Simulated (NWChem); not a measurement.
C3H4F2; SMILES F/C(C)=C/F

```xyz
9

C     -1.4055     0.6444     0.0000
C      0.0581     0.4232     0.0000
F      0.7978     1.5392     0.0000
C      0.6984    -0.7460     0.0000
F      0.0294    -1.8995     0.0000
H     -1.7078     1.2219     0.8883
H     -1.9364    -0.3154     0.0000
H     -1.7078     1.2219    -0.8883
H      1.7861    -0.8426     0.0000
```
Atoms are numbered in this order, from 1.

All runs use the structure optimised with PBE0/def2-SVP.

Task: Give the principal values of the shielding tensors (ppm) of C1, C2, F3, C4, F5 from B3LYP/6-31G* (spherical d), GIAO (NWChem), with their diamagnetic and paramagnetic parts as GIAO splits them.

Result: 
| atom | σ11 | σ22 | σ33 | isotropic | diamagnetic | paramagnetic |
|---|---|---|---|---|---|---|
| C1 | 168.1 | 173.5 | 188.6 | 176.8 | 253.6 | -76.8 |
| C2 | -28.3 | 70.1 | 92.6 | 44.8 | 247.9 | -203.1 |
| F3 | 270.3 | 353.1 | 408.5 | 343.9 | 474.6 | -130.7 |
| C4 | -10.2 | 80.3 | 99.0 | 56.4 | 254.6 | -198.3 |
| F5 | 300.8 | 364.7 | 431.6 | 365.7 | 473.7 | -108.0 |
